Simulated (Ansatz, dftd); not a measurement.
Reaction: BNH3F (SMILES B(N)F) → BNH3 (SMILES [BH]N, doublet) + F (doublet) (the B-F bond breaks)
Each species at its own B3LYP-D3(BJ)/def2-TZVP minimum (Ansatz, an electronic-structure program), one conformer.

Wanted: bond dissociation energy (electronic), in kcal/mol. UHF or UKS for unpaired electrons; spin-orbit terms are left out. Cores are frozen in correlated methods. Rows without X2C or -DK are non-relativistic. CBS(X,Y): correlation extrapolated as X^-3, Hartree-Fock from the larger set. A bracket is a step between two methods taken in the basis named. Functionals run without relativity, which enters their misses. 'core' is core correlation in cc-pwCVTZ, 'X2C' scalar relativity in cc-pVTZ-DK, both at CCSD(T).

```json
[
 {"level": "PBE/def2-TZVPD", "program": "Ansatz", "bond dissociation energy (kcal/mol)": "170.1", "difference against the last row": "-1.2"},
 {"level": "B3LYP-D4/def2-TZVPD", "program": "Ansatz + dftd4", "bond dissociation energy (kcal/mol)": "167.3", "difference against the last row": "-4.0"},
 {"level": "CAM-B3LYP-D3(BJ)/def2-TZVPD", "program": "Ansatz + dftd3", "bond dissociation energy (kcal/mol)": "170.0", "difference against the last row": "-1.3"},
 {"level": "CCSD/cc-pVTZ", "program": "Ansatz", "bond dissociation energy (kcal/mol)": "165.2", "difference against the last row": "-6.1"},
 {"level": "CCSDT(Q)/cc-pVDZ", "program": "Ansatz", "bond dissociation energy (kcal/mol)": "157.5", "difference against the last row": "-13.8"},
 {"level": "CCSDT(Q)/cc-pVTZ", "program": "Ansatz", "bond dissociation energy (kcal/mol)": "167.6", "difference against the last row": "-3.7"},
 {"level": "CCSD(T)/CBS(cc-pVTZ,cc-pVQZ) + [CCSDT(Q) - CCSD(T)]/cc-pVTZ + core + X2C", "program": "Ansatz", "bond dissociation energy (kcal/mol)": "171.3", "difference against the last row": "0.0"}
]
```
